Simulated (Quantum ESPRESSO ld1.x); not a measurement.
The numbers below are computed, except where a source is named.
Species: Cr3+. Configuration: [Ar] 3d3. Level of theory: Dirac Kohn-Sham, revPBE, spin-unpolarised, spherical densities, point nucleus; open shells fill j = l - 1/2 first (ld1.x of Quantum ESPRESSO 7.5).

Normalised radial functions P(r) = r R(r) (large component), r in bohr:

r,3s1/2,3p3/2
0.002997,0.0766,0.0014
0.004296,0.1057,0.0028
0.006158,0.1437,0.0056
0.008826,0.1915,0.0111
0.01265,0.2471,0.0218
0.01828,0.3051,0.0424
0.0262,0.3469,0.0790
0.03755,0.3453,0.1415
0.05382,0.2605,0.2392
0.07715,0.0572,0.3722
0.1106,-0.2528,0.5118
0.1585,-0.5510,0.5786
0.2272,-0.6001,0.4454
0.3256,-0.1918,0.0220
0.4667,0.5582,-0.5904
0.6743,1.1362,-1.0591
0.9665,1.0636,-1.0382
1.385,0.5645,-0.6332
1.986,0.1612,-0.2294
2.846,0.0210,-0.0430
4.079,0.0009,-0.0032

3s1/2: eigenvalue -112.68 eV, 2 radial nodes at r = 0.0831, 0.360 bohr, <r> = 0.888 bohr, 90 % of the charge inside 1.32 bohr. 3p3/2: eigenvalue -83.314 eV, 1 radial node at r = 0.330 bohr, <r> = 0.941 bohr, 90 % of the charge inside 1.44 bohr.
